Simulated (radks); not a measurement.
The numbers below are computed, except where a source is named.
Question: These are the eigenvalues of the occupied orbitals of an atom or ion with whole-number occupations (hartree). Level of theory: Dirac Kohn-Sham, LDA (Slater exchange, Perdew-Wang correlation), spin-unpolarised, spherical densities, finite nucleus; Fermi nuclear charge, rms radius of each element as measured or else 0.836 A^(1/3) + 0.57 fm (a radial shooting solver on a logarithmic mesh with Libxc functionals).

orbital  eigenvalue
1s1/2     -691.0352
2s1/2     -97.66552
2p1/2     -89.79071
2p3/2     -86.27711
3s1/2     -17.23576
3p1/2     -14.26901
3p3/2     -13.69891
3d3/2      -8.43911
3d5/2      -8.33283
4s1/2      -3.27040
4p1/2      -2.43477
4p3/2      -2.35274
4d3/2      -1.13663
4d5/2      -1.12795

Which element is it, and in what charge state? The configuration may be excited. Open shells, if any, are shared by 2j + 1.

Answer: Z = 41, niobium, charge +3: Nb3+ in [Kr] 4d2. The list shows which subshells hold electrons but not how many an open one holds; the 1s level, -691.04 hartree, gives Z - s = 37.2 by -(Z - s)^2/2, which with screening and relativity narrows Z to a few neighbours, and the depths of the outer levels then fix element, charge and occupations together.
